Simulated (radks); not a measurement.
Species: Fe2+. Configuration: [Ar] 3d6. Method: non-relativistic Kohn-Sham, PBE, spin-unpolarised, spherical densities, point nucleus; computed with a radial shooting solver on a logarithmic mesh with Libxc functionals. Some entries of the table are withheld. Estimate them.

orbital,occ.,eigenvalue (eV),<r^2> (bohr^2),r(max) (bohr)
1s,2,-6951.732,0.004690,0.03896
2s,2,(1),0.08602,0.2252
2p,6,-713.9004,0.06879,0.1810
3s,2,-110.2920,0.7763,(2)
3p,6,-77.9920,0.8747,(3)
3d,6,-25.8853,(4),0.7100
4s,0,-19.9433,7.241,2.200
4p,0,-14.2266,10.22,2.598

Answer. 
(1) 2s eigenvalue (eV): -824.3642
(2) 3s r(max) (bohr): 0.7086
(3) 3p r(max) (bohr): 0.7168
(4) 3d <r^2> (bohr^2): 1.502
